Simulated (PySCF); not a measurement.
# Radial density of As (arsenic, neutral)

UHF, [Ar] 3d10 4s2 4p3, high-spin 4S determinant. All numbers are calculated (PySCF 2.14, a scalar-relativistic core potential, in aug-cc-pwCVDZ-PP with ECP10MDF). This is the valence pseudo-density: the core potential removes the inner electrons and smooths the orbitals near the nucleus.

| r (bohr) | 4πr²ρ (e/bohr) | 4πr²(ρα − ρβ) |
| --- | --- | --- |
| 0.000667 | 1.148e-05 | 0.0000 |
| 0.00112 | 3.242e-05 | 0.0000 |
| 0.00189 | 9.133e-05 | 0.0000 |
| 0.00317 | 0.0002553 | 0.0000 |
| 0.00534 | 0.0006989 | 0.0000 |
| 0.00898 | 0.001809 | 0.0000 |
| 0.0151 | 0.004111 | 0.0000 |
| 0.0254 | 0.007781 | 0.0000 |
| 0.0427 | 0.01753 | 0.0000 |
| 0.0719 | 0.1037 | -0.0002 |
| 0.121 | 0.9153 | -0.0023 |
| 0.203 | 5.573 | 0.0000 |
| 0.342 | 21.18 | 0.1050 |
| 0.575 | 29.01 | 0.0927 |
| 0.968 | 9.289 | 0.1301 |
| 1.63 | 3.069 | 1.2167 |
| 2.74 | 1.502 | 1.0336 |
| 4.61 | 0.1886 | 0.1640 |
| 7.75 | 0.001366 | 0.0013 |

Energies and moments cover only the electrons outside the core potential.

(1) Where is the radial spin density 4πr²(ρα − ρβ) most negative, and why is it negative at all?

Results:

(1) Around r = 0.121 bohr, down to -0.0023 e/bohr: exchange with the open shell polarises the paired shells in an unrestricted calculation.
